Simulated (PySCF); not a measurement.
Molecule: SMILES C/C(C#N)=C(\C#N)CF, C6H5FN2.

Bonds (- single, = double, # triple, : aromatic): C1-C2, C2-C3, C3#N4, C2=C5, C5-C6, C6#N7, C5-C8, C8-F9. C1 carries H10, H11, H12; C8 carries H13, H14. Stereochemistry as in C/C(C#N)=C(\C#N)CF.

Frames of a GFN2-xTB Langevin trajectory at 300 K; GIAO PBE0/pcSseg-1 shieldings in PySCF 2.14.0 with density-fitted response routines, gas phase, non-relativistic; equivalent atoms averaged within each frame.

Shifts are taken against calculated references (same method and geometry level): ¹³C (σref 186.93) and ¹H (σref 31.72) against TMS; NH3 for ¹⁵N (σref 267.73); CFCl3 for ¹⁹F (σref 170.95). The references are static minima.

How do the shifts (ppm) fluctuate along the trajectory?

## Answers


```tsv
time (fs)	C2	C5	C6	C3	C8	C1	N7	N4	F9	H13/H14
optimised geometry	137.8	132.0	120.5	120.6	85.3	24.7	346.5	346.1	-238.2	5.57
250	136.3	129.6	121.2	120.7	89.8	28.6	374.6	338.7	-237.6	5.81
425	134.8	134.7	120.5	121.6	89.8	19.9	350.8	333.7	-242.7	5.91
625	135.7	132.0	121.7	121.1	84.9	22.5	353.6	355.3	-259.3	5.85
800	139.4	134.8	121.1	118.2	84.0	23.9	356.6	351.8	-258.2	6.08
1000	140.4	134.1	118.4	123.3	85.7	25.6	337.7	349.3	-238.3	5.60
mean of frames	137.3	133.0	120.6	121.0	86.8	24.1	354.7	345.8	-247.2	5.85
standard deviation	2.5	2.2	1.3	1.8	2.8	3.3	13.3	9.2	10.7	0.17
```

5 frames give an uncertainty of the mean of about the standard deviation over 2.2 at best, since frames this close in time may not be independent; classical motion lacks zero-point vibration, and the reference would need the same averaging.
